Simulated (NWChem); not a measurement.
System: C4H4F2; SMILES C(=C(/F)C=C)/F

Here is an NWChem input.

```
start job
memory heap 200 mb stack 900 mb global 1100 mb
geometry units angstroms noautosym nocenter noautoz
  C     -0.047024     2.459461     0.000000
  C     -0.689467     1.270660     0.000000
  C     -0.015489    -0.013773     0.000000
  F      1.330908     0.005879     0.000000
  C     -0.663795    -1.205565     0.000000
  F     -0.012885    -2.372273     0.000000
  H      1.052101     2.507973     0.000000
  H     -0.604923     3.406485     0.000000
  H     -1.791321     1.228092     0.000000
  H     -1.761594    -1.285248     0.000000
end
basis spherical
  * library def2-svp
end
dft
  xc m05-2x
  iterations 150
end
cosmo
  dielec 3.9
end
task dft energy
```

Excerpt of the output:

```
             Northwest Computational Chemistry Package (NWChem) 7.3.0
             --------------------------------------------------------

                             Geometry "geometry" -> ""
                             -------------------------

 Output coordinates in angstroms (scale by  1.889725989 to convert to a.u.)

  No.       Tag          Charge          X              Y              Z
 ---- ---------------- ---------- -------------- -------------- --------------
    1 C                    6.0000    -0.04702400     2.45946100     0.00000000
    2 C                    6.0000    -0.68946700     1.27066000     0.00000000
    3 C                    6.0000    -0.01548900    -0.01377300     0.00000000
    4 F                    9.0000     1.33090800     0.00587900     0.00000000
    5 C                    6.0000    -0.66379500    -1.20556500     0.00000000
    6 F                    9.0000    -0.01288500    -2.37227300     0.00000000
    7 H                    1.0000     1.05210100     2.50797300     0.00000000
    8 H                    1.0000    -0.60492300     3.40648500     0.00000000
    9 H                    1.0000    -1.79132100     1.22809200     0.00000000
   10 H                    1.0000    -1.76159400    -1.28524800     0.00000000

 Effective nuclear repulsion energy (a.u.)     218.1158447574

                                 NWChem DFT Module
                                 -----------------

 Summary of "ao basis" -> "ao basis" (spherical)
 ------------------------------------------------------------------------------
       Tag                 Description            Shells   Functions and Types
 ---------------- ------------------------------  ------  ---------------------
 C                          def2-svp                 6       14   3s2p1d
 F                          def2-svp                 6       14   3s2p1d
 H                          def2-svp                 3        5   2s1p

 in cosmo_initialize ...

 solvent parameters
 solvname_short: unkn
 solvname_long:  unknown
 dielec:        3.9000

          ---------------
          -cosmo- solvent
          ---------------
 Cosmo: York-Karplus, doi: 10.1021/jp992097l
 dielectric constant -eps-     =   3.90
 screen = (eps-1)/(eps    )    =   0.74359
 surface charge correction     = lagrangian

   van der Waals surface
 --------------------------

 ---------- ATOMIC COORDINATES (A.U.) ------------ VDWR(ANG.) --
     1   -0.08886247    4.64770737    0.00000000     2.000
     2   -1.30290371    2.40119922    0.00000000     2.000
     3   -0.02926997   -0.02602720    0.00000000     2.000
     4    2.51505144    0.01110970    0.00000000     1.720
     5   -1.25439066   -2.27818751    0.00000000     2.000
     6   -0.02434912   -4.48294594    0.00000000     1.720
     7    1.98818260    4.73938176    0.00000000     1.300
     8   -1.14313871    6.43732323    0.00000000     1.300
     9   -3.38510585    2.32075737    0.00000000     1.300
    10   -3.32892996   -2.42876655    0.00000000     1.300
 number of segments per atom =         32
 number of   points per atom =         32
 atom (   nspa,  nppa )
 ----------------------
    1 (     18,     0 )       0
    2 (     12,     0 )       0
    3 (     12,     0 )       0
    4 (     20,     0 )       0
    5 (     12,     0 )       0
    6 (     22,     0 )       0
    7 (     14,     0 )       0
    8 (     16,     0 )       0
    9 (     16,     0 )       0
   10 (     16,     0 )       0
 number of -cosmo- surface points =      158
 molecular surface =    126.456 angstrom**2
 molecular volume  =    105.558 angstrom**3
 G(cav/disp)       =      1.492 kcal/mol
 -lineq- algorithm             =   0
 -bem- low  level              =   2
 -bem- from -octahedral-
 gaussian surface charge width =   4.50000
 degree of switching           =   1.00000
 switching function tolerance  =   0.00010
 atomic radii =
 --------------
    1  6.000  2.000
    2  6.000  2.000
    3  6.000  2.000
    4  9.000  1.720
    5  6.000  2.000
    6  9.000  1.720
    7  1.000  1.300
    8  1.000  1.300
    9  1.000  1.300
   10  1.000  1.300
 ...... end of -cosmo- initialization ......

[...]

                                   COSMO solvation results
                                   -----------------------

                 gas phase energy =      -354.133991951160
                 sol phase energy =      -354.138667430082
 (electrostatic) solvation energy =         0.004675478923 (    2.93 kcal/mol)

                       DFT Final Molecular Orbital Analysis
                       ------------------------------------

 Vector   21  Occ=2.000000D+00  E=-4.405954D-01
              MO Center= -2.3D-01,  1.4D+00,  5.5D-11, r^2= 3.6D+00
   Bfn.  Coefficient  Atom+Function         Bfn.  Coefficient  Atom+Function
  ----- ------------  ---------------      ----- ------------  ---------------
     4      0.254944   1 C  px               33     -0.254670   3 C  py
    18     -0.253329   2 C  px               95      0.243219   9 H  s
    90     -0.238702   8 H  s                85      0.237186   7 H  s
    47     -0.190936   4 F  py               50      0.142225   4 F  py
     5     -0.133851   1 C  py               86      0.128934   7 H  s

 Vector   22  Occ=2.000000D+00  E=-3.907326D-01
              MO Center= -2.0D-01,  8.2D-01, -4.2D-10, r^2= 2.7D+00
   Bfn.  Coefficient  Atom+Function         Bfn.  Coefficient  Atom+Function
  ----- ------------  ---------------      ----- ------------  ---------------
    20      0.353071   2 C  pz               34      0.264844   3 C  pz
     6      0.258463   1 C  pz               48      0.249526   4 F  pz
    23      0.243120   2 C  pz               51     -0.193067   4 F  pz
    62      0.169218   5 C  pz                9      0.151773   1 C  pz
    76      0.139627   6 F  pz               37      0.130038   3 C  pz

 Vector   23  Occ=2.000000D+00  E=-2.913572D-01
              MO Center= -2.7D-01,  3.2D-01,  2.3D-10, r^2= 3.8D+00
   Bfn.  Coefficient  Atom+Function         Bfn.  Coefficient  Atom+Function
  ----- ------------  ---------------      ----- ------------  ---------------
    62      0.358684   5 C  pz                6     -0.306700   1 C  pz
    34      0.288895   3 C  pz                9     -0.253541   1 C  pz
    65      0.249756   5 C  pz               76      0.209656   6 F  pz
    20     -0.206712   2 C  pz               37      0.194522   3 C  pz
    79     -0.180139   6 F  pz               23     -0.153100   2 C  pz

 Vector   24  Occ=0.000000D+00  E=-4.920713D-04
              MO Center= -3.5D-01,  7.6D-01,  1.1D-10, r^2= 4.1D+00
   Bfn.  Coefficient  Atom+Function         Bfn.  Coefficient  Atom+Function
  ----- ------------  ---------------      ----- ------------  ---------------
     9      0.503201   1 C  pz               65      0.408569   5 C  pz
    23     -0.374354   2 C  pz               62      0.369715   5 C  pz
     6      0.353973   1 C  pz               20     -0.272669   2 C  pz
    37     -0.243033   3 C  pz               34     -0.238145   3 C  pz
    76      0.147443   6 F  pz               79     -0.144232   6 F  pz

 Vector   25  Occ=0.000000D+00  E= 1.113603D-01
              MO Center= -9.2D-01,  3.1D-01,  2.8D-11, r^2= 6.0D+00
   Bfn.  Coefficient  Atom+Function         Bfn.  Coefficient  Atom+Function
  ----- ------------  ---------------      ----- ------------  ---------------
     3      1.018327   1 C  s                96     -0.911553   9 H  s
   101     -0.872229  10 H  s                31     -0.833276   3 C  s
    91     -0.707965   8 H  s                59      0.544717   5 C  s
    63     -0.486088   5 C  px               17      0.466938   2 C  s
    21     -0.448690   2 C  px               64      0.414000   5 C  py

 Vector   26  Occ=0.000000D+00  E= 1.219276D-01
              MO Center= -3.6D-01,  4.8D-01, -2.3D-10, r^2= 3.3D+00
   Bfn.  Coefficient  Atom+Function         Bfn.  Coefficient  Atom+Function
  ----- ------------  ---------------      ----- ------------  ---------------
    37     -0.724012   3 C  pz               23      0.709940   2 C  pz
    65      0.517463   5 C  pz                9     -0.469013   1 C  pz
    34     -0.459377   3 C  pz               20      0.345759   2 C  pz
    62      0.257832   5 C  pz                6     -0.190194   1 C  pz
    51      0.173367   4 F  pz               48     -0.159846   4 F  pz

     Multipole analysis of the density
     ---------------------------------

     L   x y z        total         alpha         beta         nuclear
     -   - - -        -----         -----         ----         -------
     0   0 0 0      0.000000    -23.000000    -23.000000     46.000000

     1   1 0 0     -1.012468     -0.753618     -0.753618      0.494768
     1   0 1 0      0.605593      0.657636      0.657636     -0.709679
     1   0 0 1      0.000000      0.000000      0.000000      0.000000

     2   2 0 0    -22.705170    -63.559528    -63.559528    104.413886
     2   1 1 0      1.132119      0.851646      0.851646     -0.571173
     2   1 0 1     -0.000000     -0.000000     -0.000000      0.000000
     2   0 2 0    -24.538992   -237.971788   -237.971788    451.404585
     2   0 1 1     -0.000000     -0.000000     -0.000000      0.000000
     2   0 0 2    -26.502766    -13.251383    -13.251383      0.000000
```

Level: M05-2X/def2-SVP, COSMO on the gas-phase geometry. The geometry was optimised at PBE-D3(BJ)/def2-SVP. COSMO prints the solvation energy as gas minus solution, so a positive value is a stabilisation.
